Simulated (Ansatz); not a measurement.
A short molecular-dynamics run on CH$_{9}$AlNPSi (`C[SiH2]N[PH][AlH2]`).

```yaml
crystal:
  periodic: [false, false, false]
  atoms:
    - {symbol: C, position_ang: [-2.013588, 0.163483, 1.225394]}
    - {symbol: Si, position_ang: [-1.035376, 1.348184, 0.173556]}
    - {symbol: N, position_ang: [0.484577, 0.667776, -0.312869]}
    - {symbol: P, position_ang: [0.579580, -0.775840, -1.223876]}
    - {symbol: Al, position_ang: [2.544046, -1.843550, -0.612614]}
    - {symbol: H, position_ang: [-2.977871, 0.600020, 1.498974]}
    - {symbol: H, position_ang: [-1.472858, -0.084583, 2.141448]}
    - {symbol: H, position_ang: [-2.206351, -0.762820, 0.678577]}
    - {symbol: H, position_ang: [-0.688751, 2.584396, 0.928433]}
    - {symbol: H, position_ang: [-1.858006, 1.728742, -1.010042]}
    - {symbol: H, position_ang: [1.319770, 1.206108, -0.149904]}
    - {symbol: H, position_ang: [0.994731, -0.356635, -2.523620]}
    - {symbol: H, position_ang: [3.222492, -1.522632, 0.787214]}
    - {symbol: H, position_ang: [3.094804, -2.981850, -1.571771]}
basis:
  gaussian: {orbitals: def2-SVP}
hamiltonian: {xc: {name: BLYP}, dispersion: d3bj}
md: {timestep: 2 fs, n_steps: 20, ensemble: nvt_nose_hoover, temperature: 500, initial_velocities: maxwell_boltzmann, seed: 244}
```

```sh
$ ansatz run in.yaml --threads 4 --pin off --events-out ev --progress --plain --max-ram 10444MiB
```

| step | time (fs) | potential energy (eV) | kinetic (eV) | T (K) | conserved (eV) |
| --- | --- | --- | --- | --- | --- |
| 0 | 0.0 | -26426.7824 | 0.7756 | 500 | -26426.0068 |
| 1 | 2.0 | -26426.5027 | 0.5528 | 356 | -26425.9499 |
| 2 | 4.0 | -26426.3947 | 0.4386 | 283 | -26425.9562 |
| 3 | 6.0 | -26426.4504 | 0.4654 | 300 | -26425.9853 |
| 4 | 8.0 | -26426.2874 | 0.3346 | 216 | -26425.9535 |
| 5 | 10.0 | -26426.2418 | 0.2755 | 178 | -26425.9675 |
| 6 | 12.0 | -26426.2569 | 0.3101 | 200 | -26425.9485 |
| 7 | 14.0 | -26426.4399 | 0.4603 | 297 | -26425.9823 |
| 8 | 16.0 | -26426.4344 | 0.4643 | 299 | -26425.9740 |
| 9 | 18.0 | -26426.3371 | 0.3944 | 254 | -26425.9479 |
| 10 | 20.0 | -26426.4842 | 0.5121 | 330 | -26425.9788 |
| 11 | 22.0 | -26426.5131 | 0.5499 | 355 | -26425.9718 |
| 12 | 24.0 | -26426.4246 | 0.4674 | 301 | -26425.9679 |
| 13 | 26.0 | -26426.3433 | 0.3970 | 256 | -26425.9589 |
| 14 | 28.0 | -26426.3439 | 0.3956 | 255 | -26425.9627 |
| 15 | 30.0 | -26426.4059 | 0.4488 | 289 | -26425.9737 |
| 16 | 32.0 | -26426.3583 | 0.4102 | 264 | -26425.9671 |
| 17 | 34.0 | -26426.3653 | 0.4338 | 280 | -26425.9530 |
| 18 | 36.0 | -26426.5478 | 0.5798 | 374 | -26425.9926 |
| 19 | 38.0 | -26426.4006 | 0.4656 | 300 | -26425.9630 |
| 20 | 40.0 | -26426.2799 | 0.3607 | 233 | -26425.9501 |

Velocities are drawn at the set temperature; a run this short doesn't reach equilibrium.

Frames (Å, forces in eV/Å):

```xyz
14
time=0.0 fs
C    -2.014    0.163    1.225    0.020    0.072   -0.039
Si   -1.035    1.348    0.174   -0.351    0.407    0.049
N     0.485    0.668   -0.313    0.080    0.064    0.174
P     0.580   -0.776   -1.224   -0.189   -0.843   -0.225
Al    2.544   -1.844   -0.613    0.108   -0.011    0.023
H    -2.978    0.600    1.499   -0.488    0.201    0.145
H    -1.473   -0.085    2.141    0.269   -0.135    0.456
H    -2.206   -0.763    0.679   -0.091   -0.454   -0.261
H    -0.689    2.584    0.928    0.048    0.206    0.129
H    -1.858    1.729   -1.010   -0.171    0.082   -0.201
H     1.320    1.206   -0.150    0.582    0.417    0.128
H     0.995   -0.357   -2.524    0.106    0.088   -0.432
H     3.222   -1.523    0.787    0.041    0.005    0.121
H     3.095   -2.982   -1.572    0.036   -0.098   -0.066
14
time=2.0 fs
C    -2.003    0.161    1.238   -1.608   -0.639   -2.302
Si   -1.041    1.349    0.170    0.117   -0.791    0.392
N     0.488    0.671   -0.317    0.747    0.609    0.327
P     0.590   -0.780   -1.224   -0.557   -0.899    0.676
Al    2.536   -1.840   -0.609    0.086   -0.436   -0.780
H    -2.993    0.617    1.458    0.140    0.007    0.339
H    -1.445   -0.078    2.104    0.677   -0.565    1.569
H    -2.266   -0.785    0.630    0.520    0.884    0.752
H    -0.717    2.556    0.859    0.456    1.199    0.929
H    -1.887    1.800   -0.891   -0.792    0.217   -1.305
H     1.348    1.211   -0.125   -0.406   -0.142   -0.109
H     0.948   -0.352   -2.488    0.392    0.309   -1.344
H     3.209   -1.574    0.746    0.311    0.168    0.793
H     3.110   -2.976   -1.593   -0.082    0.077    0.064
14
time=4.0 fs
C    -1.997    0.157    1.244   -1.332   -0.820   -1.456
Si   -1.046    1.348    0.168    0.167   -0.661    0.352
N     0.494    0.676   -0.319    0.710    0.666    0.334
P     0.599   -0.785   -1.224   -0.635   -0.504    0.451
Al    2.527   -1.838   -0.607    0.262   -0.687   -1.133
H    -3.003    0.633    1.430    0.615   -0.158    0.524
H    -1.390   -0.092    2.127   -0.335   -0.266    0.304
H    -2.306   -0.773    0.610    0.785    0.946    0.982
H    -0.727    2.573    0.825    0.566    1.166    1.063
H    -1.946    1.879   -0.823   -0.666    0.018   -1.327
H     1.362    1.211   -0.105   -0.686   -0.264   -0.222
H     0.917   -0.336   -2.504    0.341    0.149   -1.073
H     3.207   -1.618    0.734    0.383    0.220    1.045
H     3.121   -2.967   -1.612   -0.175    0.194    0.155
14
time=6.0 fs
C    -1.996    0.149    1.244   -0.109   -0.120    0.163
Si   -1.051    1.346    0.166   -0.138    0.866    0.227
N     0.501    0.683   -0.321   -0.329    0.068    0.063
P     0.608   -0.791   -1.223   -0.609    0.219   -0.521
Al    2.520   -1.836   -0.607    0.724   -0.727   -0.751
H    -2.989    0.644    1.422    0.502   -0.075    0.686
H    -1.349   -0.117    2.161   -1.203    0.100   -0.903
H    -2.317   -0.725    0.628    0.538   -0.165    0.336
H    -0.716    2.635    0.831    0.322    0.051    0.529
H    -2.030    1.959   -0.805    0.157   -0.532   -0.571
H     1.348    1.200   -0.093    0.081    0.215   -0.075
H     0.899   -0.314   -2.561    0.138   -0.272    0.005
H     3.219   -1.655    0.763    0.137    0.164    0.642
H     3.126   -2.950   -1.624   -0.211    0.209    0.171
14
time=8.0 fs
C    -1.995    0.142    1.246    0.908    1.235    1.160
Si   -1.056    1.346    0.164   -0.303    2.108    0.242
N     0.508    0.690   -0.323   -1.161   -0.450   -0.204
P     0.616   -0.796   -1.223   -0.676    0.826   -1.183
Al    2.513   -1.835   -0.608    1.219   -0.650   -0.013
H    -2.956    0.652    1.441    0.002    0.135    0.741
H    -1.354   -0.138    2.161   -1.110    0.168   -0.924
H    -2.306   -0.684    0.659   -0.083   -1.743   -0.783
H    -0.693    2.699    0.858    0.039   -0.916    0.009
H    -2.109    2.019   -0.809    0.835   -0.947    0.019
H     1.338    1.198   -0.084    0.698    0.580    0.061
H     0.886   -0.302   -2.618    0.031   -0.559    0.799
H     3.237   -1.685    0.816   -0.223    0.095   -0.023
H     3.123   -2.926   -1.631   -0.176    0.118    0.100
14
time=10.0 fs
C    -1.992    0.138    1.251    0.126    0.928   -0.338
Si   -1.061    1.348    0.162   -0.225    2.506    0.334
N     0.511    0.696   -0.325   -0.541   -0.103   -0.080
P     0.623   -0.800   -1.224   -0.794    1.157   -1.298
Al    2.508   -1.836   -0.608    1.497   -0.525    0.638
H    -2.923    0.665    1.487   -0.324    0.131    0.567
H    -1.401   -0.152    2.126   -0.024   -0.162    0.334
H    -2.299   -0.709    0.660   -0.079   -1.036   -0.441
H    -0.668    2.728    0.885   -0.144   -1.300   -0.257
H    -2.155    2.043   -0.812    1.122   -1.079    0.259
H     1.355    1.218   -0.072   -0.090    0.085   -0.190
H     0.874   -0.312   -2.645    0.027   -0.613    1.038
H     3.247   -1.711    0.869   -0.474    0.062   -0.526
H     3.113   -2.897   -1.633   -0.078   -0.052   -0.041
14
time=12.0 fs
C    -1.987    0.138    1.254   -1.405    0.028   -2.236
Si   -1.067    1.354    0.161    0.065    2.157    0.483
N     0.513    0.702   -0.328   -0.066    0.201   -0.005
P     0.630   -0.803   -1.227   -0.909    1.215   -0.872
Al    2.505   -1.837   -0.608    1.526   -0.404    1.020
H    -2.903    0.684    1.556   -0.180   -0.191    0.148
H    -1.449   -0.173    2.103    1.089   -0.584    1.609
H    -2.294   -0.774    0.643    0.184    0.680    0.529
H    -0.648    2.708    0.903   -0.218   -1.177   -0.289
H    -2.159    2.025   -0.805    1.060   -0.965    0.211
H     1.369    1.241   -0.068   -0.720   -0.344   -0.397
H     0.863   -0.345   -2.631    0.093   -0.448    0.738
H     3.238   -1.735    0.901   -0.557    0.057   -0.744
H     3.100   -2.870   -1.637    0.039   -0.227   -0.193
14
time=14.0 fs
C    -1.988    0.137    1.251   -0.964   -0.777   -0.662
Si   -1.073    1.363    0.161    0.604    1.067    0.699
N     0.514    0.708   -0.330   -0.634   -0.106   -0.256
P     0.635   -0.805   -1.231   -1.026    1.018    0.142
Al    2.504   -1.839   -0.606    1.376   -0.363    1.035
H    -2.889    0.694    1.630    0.070   -0.514   -0.302
H    -1.455   -0.216    2.142    0.473   -0.019    0.198
H    -2.283   -0.813    0.648    0.102    1.291    0.752
H    -0.637    2.642    0.909   -0.159   -0.556   -0.062
H    -2.122    1.970   -0.791    0.592   -0.581   -0.183
H     1.354    1.251   -0.079   -0.284   -0.137   -0.286
H     0.856   -0.395   -2.590    0.221   -0.079   -0.141
H     3.208   -1.757    0.905   -0.483    0.066   -0.674
H     3.089   -2.852   -1.649    0.112   -0.309   -0.260
14
time=16.0 fs
C    -1.991    0.134    1.246    0.047   -0.681    1.484
Si   -1.077    1.373    0.161    1.295   -0.691    0.984
N     0.514    0.714   -0.334   -1.603   -0.730   -0.634
P     0.638   -0.805   -1.235   -1.132    0.733    1.340
Al    2.505   -1.841   -0.603    1.112   -0.442    0.602
H    -2.873    0.686    1.693    0.089   -0.584   -0.567
H    -1.444   -0.260    2.188   -0.176    0.629   -1.223
H    -2.268   -0.802    0.680   -0.266    0.659    0.228
H    -0.632    2.554    0.913    0.065    0.526    0.451
H    -2.062    1.893   -0.783   -0.285    0.030   -0.947
H     1.329    1.256   -0.101    0.643    0.397   -0.033
H     0.857   -0.449   -2.553    0.364    0.322   -1.208
H     3.160   -1.776    0.883   -0.260    0.078   -0.296
H     3.082   -2.845   -1.670    0.106   -0.246   -0.181
14
time=18.0 fs
C    -1.994    0.129    1.245    0.910    0.542    2.512
Si   -1.081    1.382    0.163    1.591   -2.076    1.079
N     0.510    0.717   -0.339   -1.222   -0.577   -0.611
P     0.641   -0.804   -1.237   -1.084    0.692    1.440
Al    2.508   -1.844   -0.599    0.778   -0.586   -0.219
H    -2.853    0.654    1.734   -0.234   -0.319   -0.525
H    -1.439   -0.280    2.188   -0.146    0.747   -1.353
H    -2.263   -0.766    0.722   -0.775   -0.870   -0.783
H    -0.625    2.487    0.934    0.253    1.402    0.874
H    -2.013    1.817   -0.811   -0.887    0.462   -1.454
H     1.328    1.276   -0.125    0.364    0.180   -0.105
H     0.872   -0.490   -2.563    0.338    0.404   -1.223
H     3.101   -1.792    0.850    0.070    0.085    0.358
H     3.078   -2.848   -1.698    0.045   -0.088    0.010
14
time=20.0 fs
C    -1.995    0.126    1.252    0.743    0.689    1.197
Si   -1.081    1.389    0.167    1.107   -1.854    0.704
N     0.502    0.720   -0.345   -0.133    0.009   -0.383
P     0.642   -0.803   -1.237   -0.864    0.832    0.380
Al    2.512   -1.847   -0.595    0.491   -0.689   -1.017
H    -2.842    0.611    1.755   -0.691    0.123   -0.244
H    -1.440   -0.271    2.136    0.516    0.289   -0.289
H    -2.287   -0.764    0.734   -0.700   -0.892   -0.877
H    -0.607    2.473    0.989    0.036    1.146    0.525
H    -1.998    1.758   -0.895   -0.430    0.396   -0.778
H     1.342    1.303   -0.152   -0.523   -0.422   -0.275
H     0.900   -0.516   -2.620    0.116    0.229   -0.129
H     3.045   -1.806    0.830    0.351    0.075    0.972
H     3.077   -2.854   -1.726   -0.018    0.069    0.215
14
time=22.0 fs
C    -1.993    0.124    1.264   -0.876   -0.102   -1.402
Si   -1.081    1.393    0.171    0.479   -0.890    0.221
N     0.494    0.722   -0.353    0.122    0.069   -0.312
P     0.642   -0.800   -1.237   -0.647    0.854   -0.572
Al    2.517   -1.852   -0.593    0.399   -0.679   -1.155
H    -2.857    0.572    1.767   -0.597    0.285   -0.097
H    -1.420   -0.251    2.072    1.427   -0.474    1.231
H    -2.338   -0.795    0.712    0.059    0.586    0.023
H    -0.589    2.504    1.064   -0.375    0.260   -0.292
H    -2.000    1.715   -1.010    0.325    0.223    0.402
H     1.335    1.314   -0.190   -0.557   -0.436   -0.207
H     0.933   -0.533   -2.682   -0.102    0.111    0.824
H     3.002   -1.816    0.848    0.385    0.041    0.990
H     3.075   -2.858   -1.746   -0.042    0.152    0.345
14
time=24.0 fs
C    -1.994    0.123    1.271   -1.270   -0.726   -1.168
Si   -1.080    1.396    0.176    0.089   -0.252   -0.108
N     0.486    0.724   -0.362   -0.526   -0.446   -0.355
P     0.641   -0.796   -1.238   -0.493    0.709   -0.960
Al    2.522   -1.858   -0.592    0.433   -0.547   -0.536
H    -2.896    0.544    1.775    0.156    0.128   -0.155
H    -1.347   -0.249    2.056    0.637   -0.245    0.568
H    -2.388   -0.804    0.691    0.628    1.172    0.511
H    -0.584    2.544    1.128   -0.605   -0.388   -0.887
H    -1.989    1.680   -1.109    0.672    0.182    1.169
H     1.307    1.308   -0.236    0.301    0.177    0.007
H     0.962   -0.546   -2.713   -0.228    0.110    1.196
H     2.974   -1.825    0.904    0.214   -0.004    0.364
H     3.071   -2.856   -1.753   -0.008    0.132    0.355
14
time=26.0 fs
C    -1.998    0.119    1.274   -0.231   -0.644    0.254
Si   -1.078    1.398    0.180   -0.143   -0.075   -0.261
N     0.477    0.726   -0.371   -0.659   -0.600   -0.272
P     0.640   -0.792   -1.239   -0.405    0.431   -0.823
Al    2.528   -1.864   -0.593    0.385   -0.325    0.308
H    -2.928    0.521    1.777    0.721    0.066   -0.094
H    -1.248   -0.257    2.062   -0.910    0.312   -0.722
H    -2.413   -0.769    0.690    0.695    0.602    0.300
H    -0.603    2.569    1.158   -0.616   -0.627   -1.106
H    -1.952    1.652   -1.163    0.635    0.235    1.422
H     1.291    1.309   -0.282    0.653    0.458    0.102
H     0.982   -0.555   -2.697   -0.249    0.191    1.021
H     2.954   -1.834    0.973    0.043   -0.039   -0.368
H     3.067   -2.848   -1.746    0.079    0.014    0.239
14
time=28.0 fs
C    -2.004    0.113    1.277    1.030    0.573    1.016
Si   -1.077    1.400    0.184   -0.290   -0.288   -0.274
N     0.465    0.725   -0.382    0.464    0.120   -0.064
P     0.638   -0.787   -1.242   -0.415    0.047   -0.145
Al    2.534   -1.871   -0.592    0.197   -0.070    0.959
H    -2.933    0.501    1.776    0.666    0.220    0.191
H    -1.184   -0.253    2.039   -1.539    0.371   -0.950
H    -2.412   -0.710    0.700    0.229   -0.834   -0.550
H    -0.646    2.571    1.146   -0.453   -0.485   -0.974
H    -1.891    1.633   -1.163    0.314    0.345    1.222
H     1.299    1.327   -0.324   -0.235   -0.128    0.078
H     0.993   -0.556   -2.643   -0.131    0.343    0.278
H     2.936   -1.844    1.029   -0.034   -0.057   -0.831
H     3.066   -2.841   -1.730    0.196   -0.158    0.046
14
time=30.0 fs
C    -2.006    0.109    1.285    1.291    1.271    0.230
Si   -1.076    1.402    0.188   -0.281   -0.937   -0.133
N     0.455    0.725   -0.392    1.127    0.539    0.097
P     0.635   -0.781   -1.245   -0.542   -0.381    0.909
Al    2.541   -1.878   -0.591   -0.046    0.136    1.251
H    -2.913    0.488    1.782    0.161    0.424    0.531
H    -1.180   -0.234    1.981   -0.953   -0.042   -0.170
H    -2.401   -0.683    0.689   -0.024   -1.370   -0.886
H    -0.706    2.553    1.096   -0.127    0.100   -0.446
H    -1.817    1.627   -1.116   -0.306    0.506    0.455
H     1.298    1.341   -0.363   -0.685   -0.432    0.115
H     0.998   -0.544   -2.577    0.125    0.542   -0.872
H     2.916   -1.857    1.053   -0.027   -0.062   -0.961
H     3.073   -2.839   -1.712    0.288   -0.294   -0.120
14
time=32.0 fs
C    -2.005    0.108    1.293   -0.555    0.772   -2.337
Si   -1.076    1.403    0.192   -0.065   -1.900    0.209
N     0.449    0.727   -0.403    0.668    0.217    0.265
P     0.632   -0.777   -1.247   -0.560   -0.653    1.310
Al    2.547   -1.885   -0.587   -0.239    0.209    1.074
H    -2.886    0.492    1.808   -0.154    0.388    0.555
H    -1.211   -0.217    1.915    0.863   -0.862    1.389
H    -2.392   -0.708    0.644    0.364   -0.097    0.125
H    -0.771    2.540    1.029    0.272    0.998    0.349
H    -1.756    1.640   -1.052   -1.117    0.688   -0.790
H     1.272    1.338   -0.398   -0.076   -0.003    0.164
H     1.009   -0.512   -2.545    0.263    0.599   -1.399
H     2.896   -1.872    1.040    0.040   -0.059   -0.765
H     3.090   -2.848   -1.698    0.295   -0.297   -0.148
14
time=34.0 fs
C    -2.004    0.111    1.293   -0.933    0.158   -2.644
Si   -1.075    1.401    0.196    0.022   -2.148    0.346
N     0.444    0.729   -0.412   -0.103   -0.267    0.481
P     0.628   -0.773   -1.247   -0.244   -0.569    0.352
Al    2.554   -1.891   -0.582   -0.351    0.140    0.398
H    -2.865    0.511    1.856    0.059    0.056    0.140
H    -1.210   -0.233    1.903    0.962   -0.867    1.375
H    -2.369   -0.737    0.603    0.421    0.789    0.871
H    -0.826    2.565    0.975    0.473    1.316    0.726
H    -1.736    1.680   -1.017   -1.455    0.683   -1.361
H     1.242    1.335   -0.426    0.746    0.600    0.159
H     1.029   -0.456   -2.567    0.042    0.316   -0.592
H     2.877   -1.889    0.998    0.157   -0.051   -0.230
H     3.119   -2.869   -1.691    0.206   -0.156   -0.024
14
time=36.0 fs
C    -2.007    0.114    1.285    0.850   -0.377   -0.471
Si   -1.075    1.396    0.200   -0.381   -0.833   -0.174
N     0.438    0.730   -0.421    0.386    0.257    0.654
P     0.624   -0.770   -1.247    0.138   -0.326   -0.850
Al    2.559   -1.898   -0.576   -0.421    0.005   -0.576
H    -2.842    0.532    1.909    0.335   -0.291   -0.390
H    -1.172   -0.282    1.943   -0.770    0.099   -0.180
H    -2.330   -0.736    0.596    0.023    0.653    0.774
H    -0.863    2.640    0.949    0.409    0.445    0.347
H    -1.773    1.746   -1.035   -0.880    0.269   -0.444
H     1.241    1.355   -0.449    0.203    0.206    0.156
H     1.051   -0.388   -2.611   -0.259   -0.110    0.459
H     2.863   -1.908    0.947    0.299   -0.041    0.546
H     3.156   -2.896   -1.684    0.067    0.045    0.151
14
time=38.0 fs
C    -2.008    0.115    1.275    2.048    0.132    1.431
Si   -1.075    1.390    0.205   -0.858    0.858   -0.780
N     0.434    0.732   -0.427    1.046    0.964    0.747
P     0.620   -0.767   -1.248    0.372   -0.139   -1.503
Al    2.565   -1.904   -0.572   -0.440   -0.097   -1.287
H    -2.805    0.542    1.947    0.243   -0.390   -0.664
H    -1.163   -0.328    1.977   -1.346    0.653   -0.930
H    -2.289   -0.710    0.619   -0.620   -0.376   -0.085
H    -0.884    2.733    0.937    0.314   -0.668   -0.114
H    -1.843    1.823   -1.070   -0.101   -0.280    0.651
H     1.247    1.383   -0.466   -0.577   -0.400    0.166
H     1.064   -0.325   -2.638   -0.406   -0.435    0.989
H     2.862   -1.929    0.916    0.382   -0.031    1.112
H     3.196   -2.922   -1.671   -0.057    0.207    0.267
14
time=40.0 fs
C    -2.001    0.118    1.270    2.277    0.491    1.714
Si   -1.077    1.385    0.208   -1.092    1.889   -1.114
N     0.432    0.737   -0.432    0.713    0.898    0.829
P     0.616   -0.764   -1.251    0.446   -0.054   -1.564
Al    2.569   -1.911   -0.569   -0.357   -0.119   -1.153
H    -2.760    0.538    1.960   -0.320   -0.140   -0.477
H    -1.206   -0.349    1.975   -0.747    0.593   -0.727
H    -2.272   -0.699    0.638   -1.000   -0.993   -0.688
H    -0.893    2.800    0.919    0.283   -1.289   -0.283
H    -1.918    1.889   -1.080    0.392   -0.664    1.148
H     1.231    1.396   -0.476   -0.392   -0.290    0.122
H     1.061   -0.277   -2.627   -0.383   -0.585    0.978
H     2.875   -1.952    0.929    0.308   -0.007    0.942
H     3.233   -2.939   -1.648   -0.127    0.272    0.273
```

It took 34 s on 4 threads of an Arm Neoverse V1 on a shared host, with 0.56 GiB of host memory at the peak.
